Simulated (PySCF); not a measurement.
## Electron correlation in F³⁺ (fluorine, charge +3)

[He] 2s2 2p2, high-spin 3P determinant. Calculation: PySCF 2.14, in dyall-acv3z (15s9p4d2f, 76 functions); scalar relativity by spin-free X2C-1e. Frozen: nothing; 6 electrons correlated; the 5 highest virtual orbitals of each spin left out.

| level | correlation energy (mhartree) |
| --- | --- |
| CCSD | -159.26 |
| (T) | -1.45 |
| CCSD(T) | -160.71 |

Diagnostics: T1 = 0.0032, D1 = 0.0079, largest double amplitude 0.120.

Cost of the coupled-cluster step: about 13 core-seconds, for 6 correlated electrons.

Iterations:

```
CC2 = 0
CCSD nocc = (np.int64(4), np.int64(2)), nmo = (71, 71)
frozen orbitals [[71, 72, 73, 74, 75], [71, 72, 73, 74, 75]]
max_cycle = 100
direct = 0
conv_tol = 1e-08
conv_tol_normt = 1e-06
diis_space = 8
diis_start_cycle = 0
Init t2, MP2 energy = -0.136572155350793
Init E_corr(UCCSD) = -0.13657215535081
cycle = 1  E_corr(UCCSD) = -0.151893939383928  dE = -0.015321784  norm(t1,t2) = 0.0329495
cycle = 2  E_corr(UCCSD) = -0.156115225869189  dE = -0.00422128649  norm(t1,t2) = 0.0148529
cycle = 3  E_corr(UCCSD) = -0.159327187938547  dE = -0.00321196207  norm(t1,t2) = 0.00726584
cycle = 4  E_corr(UCCSD) = -0.15924846603242  dE = 7.87219061e-05  norm(t1,t2) = 0.000579315
cycle = 5  E_corr(UCCSD) = -0.159259947067658  dE = -1.14810352e-05  norm(t1,t2) = 5.62174e-05
cycle = 6  E_corr(UCCSD) = -0.159257661046757  dE = 2.2860209e-06  norm(t1,t2) = 8.36578e-06
cycle = 7  E_corr(UCCSD) = -0.15925831313176  dE = -6.52085003e-07  norm(t1,t2) = 1.53548e-06
cycle = 8  E_corr(UCCSD) = -0.159258209963954  dE = 1.03167806e-07  norm(t1,t2) = 2.73199e-07
cycle = 9  E_corr(UCCSD) = -0.159258208930536  dE = 1.03341818e-09  norm(t1,t2) = 2.60772e-08
UCCSD converged
E(UCCSD) = -95.57358375955545  E_corr = -0.1592582089305363
UCCSD(T) correction = -0.00144940971003041
```
